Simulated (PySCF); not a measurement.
C4H4Cl2. Atoms are numbered in the order given.

```xyz
10

Cl     0.2778     2.8457     0.0000
C     -0.9254     1.6120     0.0000
C     -0.6582     0.2967     0.0000
C      0.6582    -0.2967     0.0000
C      0.9254    -1.6120     0.0000
Cl    -0.2778    -2.8457     0.0000
H     -1.9446     2.0023     0.0000
H     -1.5183    -0.3790     0.0000
H      1.5183     0.3790     0.0000
H      1.9446    -2.0023     0.0000
```

The structure is a stationary point at PBE0-D3(BJ)/def2-SVP. Other conformers were not sampled.

All values below come from PySCF with B3LYP/def2-TZVP.

Gas-phase values at a fixed geometry.

Computed frontier levels, gap, dipole moment and polarisability:
```
Item                                                                                                            Result
---------------------------------------------------------------------------------------------  -----------------------
highest occupied level                                                                                        -6.55 eV
lowest empty level                                                                                            -1.70 eV
orbital gap                                                                                                    4.85 eV
dipole moment                                                                                                0.000 e·Å
quadrupole, principal values (traceless, Buckingham form, about the centre of nuclear charge)   -6.07, -3.75, 9.83 D·Å
mean static polarisability                                                                       80.1 bohr³ (11.87 Å³)
polarisability, principal values                                                               43.1, 66.5, 130.7 bohr³
```
